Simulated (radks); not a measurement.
The numbers below are computed, except where a source is named.
Q: Sc20+, configuration 1s1 (the NIST ground configuration). Level of theory: scalar-relativistic Kohn-Sham, PBE, spin-polarised, spherical densities, finite nucleus; open shells are filled with parallel spins first; Fermi nuclear charge, rms radius 3.5459 fm (a radial shooting solver on a logarithmic mesh with Libxc functionals). Some entries of the table are withheld. Estimate them.

orbital  occ.  eigenvalue (Ry)  <r^2> (bohr^2)  <1/r> (bohr^-1)
1s up       1              (1)        0.006735            21.24
2s up       0        -105.0392         0.09620            5.241
2p up       0        -103.8321         0.06995              (2)

A: 
(1) 1s up eigenvalue (Ry): -433.6985
(2) 2p up <1/r> (bohr^-1): 5.195
